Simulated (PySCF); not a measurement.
**Question.** Write Cartesian coordinates for `C[N]([GeH3])C=O` as optimised with PBE0-D3(BJ)/def2-SVP.

**Answer.** 
```xyz
12
C2H7GeNO angstrom
C     -1.0892   -0.8938    0.2171
N     -0.0868    0.1452    0.1118
Ge     1.7737   -0.0923    0.2508
C     -0.4334    1.4348   -0.1069
O      0.3819    2.3313   -0.1975
H     -0.6007   -1.8566    0.4159
H     -1.7931   -0.7042    1.0447
H     -1.6701   -1.0046   -0.7141
H      1.9020   -1.6069    0.5044
H      2.4494    0.2958   -1.0685
H      2.3165    0.7064    1.4401
H     -1.5330    1.6116   -0.1985
```

Any rigid rotation of these coordinates is as good. Atoms count from 1 in this order. Ge3 (germanium bonded to N and 3 H) is distorted tetrahedral (angles from 102.6° to 112.3°). The C–N distances run from 1.353 Å (N2–C4, drawn single) to 1.448 Å (C1–N2, drawn single), a spread of 0.095 Å. N2 (amide nitrogen) is planar (angles 126.1°, 121.2° and 112.7°, sum 360.0°, 0.00 Å off the plane of its three neighbours). Of the pairs four or more bonds apart, H6···H9 is among the closest relative to their van der Waals radii: 2.52 Å, 105 % of the sum of Bondi's values.

Bonds between heavy atoms (Å): C1–N2 1.448, N2–Ge3 1.881, N2–C4 1.353, C4=O5 1.215.

The calculation used PBE0-D3(BJ)/def2-SVP geometry optimisation, gas phase (PySCF).

Point group: Cs (every atom within 0.08 Å of its image). Stationary, but not proved a minimum. One conformer, not necessarily the lowest (C1–N2–C4–O5 180°).

Time: 56 s; peak memory 0.51 GiB. Hardware: an Arm Neoverse V1 with one thread, shared host with 32 logical CPUs at a one-minute load of 44. That covers the optimisation of the geometry.
